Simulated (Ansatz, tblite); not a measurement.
Spin states of the cluster CaSi₂, each relaxed with PBE-D4/def2-TZVP in Ansatz. Electronic energies in the gas phase.

The xTB rows come from tblite. B3LYP takes the VWN-RPA correlation. Correlated methods freeze 15 core orbitals; core or outer-core shells of Ca are correlated, in sets that lack core-valence functions. HOMO above LUMO, or a gap near zero within one spin, warns that the state may not be the lowest or that an electron is smeared out. The structure comes from a short search, and lower isomers may exist.

Singlet geometry (C2v within 0.1 Å):

```csv
atom,x (Å),y (Å),z (Å)
Ca1,-0.568,0.246,1.545
Si2,-0.346,-1.003,-0.864
Si3,0.914,0.757,-0.681
```

Triplet geometry (C2v within 0.1 Å):

```xyz
3

Ca   -0.1585   -0.7270   -1.5127
Si    1.1781    0.4742    0.5880
Si   -1.0196    0.2528    0.9247
```

Quintet geometry (C2v within 0.1 Å):

```xyz
3

Ca    0.1868    1.7200    0.7692
Si   -1.0969   -0.5476   -0.8394
Si    0.9101   -1.1724    0.0702
```

⟨S²⟩: triplet 2.04 at PBE0-D4/def2-TZVP (pure 2.00), quintet 6.01 at PBE0-D4/def2-TZVP (pure 6.00).

Run but left out: HF/STO-3G (singlet: restricted singlet, unstable in another Hartree–Fock run and untested here); HF/def2-TZVP, PBE-QIDH/def2-TZVP, HF/def2-TZVPP (singlet: restricted singlet, unstable towards broken spin symmetry); HF/def2-TZVPP, MP2/def2-TZVPP, CCSD/def2-TZVPP, CCSD(T)/def2-TZVPP (flagged by the program: lower state); MP2/def2-TZVP (triplet: ⟨S²⟩ 2.91, where a pure state has 2.00); MP2/def2-TZVP, MP2/def2-TZVPP (quintet: a determinant that CCSD turns far, T1 0.144).

Only these spin states were relaxed.

```json
{"level": "GFN2-xTB", "triplet − singlet (kcal/mol)": "29.2", "quintet − singlet (kcal/mol)": "66.1", "lowest of these": "singlet", "remarks": "–"}
{"level": "LDA (SPW92)/def2-TZVP", "triplet − singlet (kcal/mol)": "28.4", "quintet − singlet (kcal/mol)": "61.2", "lowest of these": "singlet", "remarks": "gap within one spin near zero (triplet)"}
{"level": "PBE-D4/def2-TZVP", "triplet − singlet (kcal/mol)": "24.9", "quintet − singlet (kcal/mol)": "53.2", "lowest of these": "singlet", "remarks": "–"}
{"level": "PBE0-D4/def2-TZVP", "triplet − singlet (kcal/mol)": "23.3", "quintet − singlet (kcal/mol)": "48.0", "lowest of these": "singlet", "remarks": "–"}
{"level": "RPA@PBE/def2-TZVP", "triplet − singlet (kcal/mol)": "28.7", "quintet − singlet (kcal/mol)": "44.7", "lowest of these": "singlet", "remarks": "–"}
```

Q: Estimate the rows for GFN1-xTB, BLYP-D4/def2-TZVP, r2SCAN-D4/def2-TZVP, r2SCANh-D4/def2-TZVP, B3LYP-D4/def2-TZVP.

A: 
| level | triplet − singlet (kcal/mol) | quintet − singlet (kcal/mol) | lowest of these | remarks |
| --- | --- | --- | --- | --- |
| GFN1-xTB | 37.6 | 84.2 | singlet | – |
| BLYP-D4/def2-TZVP | 26.4 | 53.7 | singlet | gap within one spin near zero (triplet) |
| r2SCAN-D4/def2-TZVP | 22.8 | 49.7 | singlet | – |
| r2SCANh-D4/def2-TZVP | 22.2 | 47.9 | singlet | – |
| B3LYP-D4/def2-TZVP | 25.7 | 50.5 | singlet | – |

The xTB methods have no spin-polarisation term.
